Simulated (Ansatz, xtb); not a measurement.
Relative energy of two isomers of C2H11AlGeSi

Structure I: `[SiH3][CH2][AlH][CH2][GeH3]`, a singlet. Structure II: `[CH3][AlH][C@@H]([SiH3])[GeH3]`, a singlet. Both are isolated molecules in the gas phase, relaxed with r2SCAN-D4/def2-SVP; the shapes shown needn't be the lowest conformers.

I (Å):

```xyz
16

C    -1.7836    1.2110   -0.5033
C     0.6478    0.1579    1.6070
Al   -1.2447    0.3307    1.1587
Ge    1.5926   -1.0971    0.4320
Si   -2.2487    0.0373   -1.8937
H    -3.4020   -0.8248   -1.4852
H    -2.6333    0.7548   -3.1499
H    -1.1042   -0.8711   -2.2234
H    -0.9761    1.8715   -0.8695
H    -2.6713    1.8440   -0.3126
H    -2.3581   -0.3074    2.1011
H     0.7865   -0.1899    2.6455
H     1.1783    1.1224    1.5053
H     3.0099   -1.3972    0.9525
H     1.6979   -0.5050   -0.9841
H     0.8233   -2.4297    0.3362
```

II (Å):

```yaml
atoms:
  - { symbol: C, position_ang: [0.4740, -1.6875, 2.8058] }
  - { symbol: C, position_ang: [0.5756, -0.0652, -0.1667] }
  - { symbol: Al, position_ang: [1.4005, -1.2769, 1.1364] }
  - { symbol: Ge, position_ang: [0.5580, 1.7603, 0.5633] }
  - { symbol: Si, position_ang: [-1.1455, -0.5894, -0.6938] }
  - { symbol: H, position_ang: [-0.1799, -0.8673, 3.1471] }
  - { symbol: H, position_ang: [1.1596, -1.9460, 3.6295] }
  - { symbol: H, position_ang: [-0.1846, -2.5652, 2.6635] }
  - { symbol: H, position_ang: [2.8210, -1.9067, 0.7871] }
  - { symbol: H, position_ang: [1.2233, -0.0374, -1.0645] }
  - { symbol: H, position_ang: [-2.0505, -0.6578, 0.4963] }
  - { symbol: H, position_ang: [-1.1215, -1.9500, -1.3235] }
  - { symbol: H, position_ang: [-1.7616, 0.3534, -1.6820] }
  - { symbol: H, position_ang: [0.3207, 2.7947, -0.5501] }
  - { symbol: H, position_ang: [-0.5521, 1.8904, 1.6199] }
  - { symbol: H, position_ang: [1.9052, 2.0836, 1.2453] }
```

Quicker runs give these differences E(II) − E(I): GFN2-xTB −0.02 kcal/mol; HF/STO-3G +1.98 kcal/mol (at GFN2-xTB geometries); r2SCAN-D4/def2-SVP//GFN2-xTB −0.93 kcal/mol.

Problem. Which of the two would you expect CCSD(T)/def2-SVP + ΔMP2/def2-TZVPP electronic energies to favour?

Solution. CCSD(T)/def2-SVP + ΔMP2/def2-TZVPP gives E(II) − E(I) = −1.67 kcal/mol, slightly favouring structure II, which is too small a margin to settle the true order.

The same difference at several levels:

```csv
level,geometry,E(II) − E(I) (kcal/mol),departure from the last row (kcal/mol),"job, with rough time for the two"
GFN2-xTB,GFN2-xTB,−0.02,+1.65,"optimisation, 1.9 s"
HF/STO-3G,GFN2-xTB,+1.98,+3.65,"single point, 2.9 s"
r2SCAN-D4/def2-SVP//GFN2-xTB,GFN2-xTB,−0.93,+0.74,"single point, 13 s"
r2SCAN-D4/def2-SVP,r2SCAN-D4/def2-SVP,−1.36,+0.31,"optimisation, 6.9 min"
HF/def2-SVP,r2SCAN-D4/def2-SVP,−0.48,+1.19,part of the CCSD(T) run
MP2/def2-SVP,r2SCAN-D4/def2-SVP,−1.82,−0.15,part of the CCSD(T) run
CCSD(T)/def2-SVP,r2SCAN-D4/def2-SVP,−1.56,+0.11,single point
CCSD(T)/def2-SVP + ΔMP2/def2-TZVPP,r2SCAN-D4/def2-SVP,−1.67,,"single point, 3.9 min"
```

As drawn, both hold the same kinds of bond in the same numbers. Structure I has 0 methyl groups, II 1.

HF/STO-3G puts the two in the other order. GFN2-xTB, HF/def2-SVP find them nearly level. The largest departure from CCSD(T)/def2-SVP + ΔMP2/def2-TZVPP is that of HF/STO-3G, 3.65 kcal/mol. No reliable frequencies are at hand for II, so it isn't confirmed as a minimum. The last row adds to CCSD(T) the change of the MP2 difference between the two basis sets, here −0.11 kcal/mol.

The correlated steps freeze 21 core orbitals; the filled d shell of Ge is correlated, in a basis made for valence electrons. Programs: Ansatz 0.2.0, xtb 6.7.1; the last row on 2 threads of Intel(R) Xeon(R) Processor @ 2.50GHz (Skylake/Cascade Lake) on a shared host.
